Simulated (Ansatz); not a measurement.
H2GeI2O2 (SMILES [OH][Ge]([OH])([I])[I]), singlet, geometry from GFN2-xTB (core potentials on I); PBE/def2-SVPD (Ansatz, a first-principles code).

Input for Ansatz:
Ansatz 0.2 input:
```yaml
crystal:
  periodic: [false, false, false]
  atoms:
    - {symbol: O, position_ang: [-1.26758863, -1.30657853, 1.38058107]}
    - {symbol: Ge, position_ang: [-0.70749607, -0.32865122, 0.05174111]}
    - {symbol: O, position_ang: [-1.96792142, -0.19640413, -1.14395943]}
    - {symbol: I, position_ang: [-0.18565777, 1.88075406, 1.09193155]}
    - {symbol: I, position_ang: [1.18169567, -1.41806729, -1.16477451]}
    - {symbol: H, position_ang: [-1.48162781, -2.22483407, 1.22500245]}
    - {symbol: H, position_ang: [-2.78442605, 0.24313571, -0.91301434]}
basis:
  gaussian:
    orbitals: def2-SVPD
hamiltonian:
  xc: pbe
```

The log (banner, timings and long lists left out):

```
Functional definition: PBE
1669 factors; their error is unknown
mean field evaluation 1: about -76814.0783 eV, gradient 8.6e1 eV
mean field evaluation 2: about -76678.3871 eV, gradient 2.3e2 eV
mean field evaluation 4: about -76825.7651 eV, gradient 2.1e1 eV
mean field evaluation 8: about -76826.8992 eV, gradient 9.2e-2 eV
mean field evaluation 16: about -76826.8532 eV, gradient 7.9e-5 eV
mean field -76826.85321270 eV, -2823.3347804554 hartree, gradient 5.8e-5 eV, S^2 0.000000; 0 other end points of the search recorded, 0 dependent functions left out
reference -76826.85328374 eV, -2823.3347830658 hartree; 50, 50 occupied and 120, 120 virtual orbitals, 1669 factors
Total energy: -76826.85328374 eV, -2823.3347830658 hartree
```
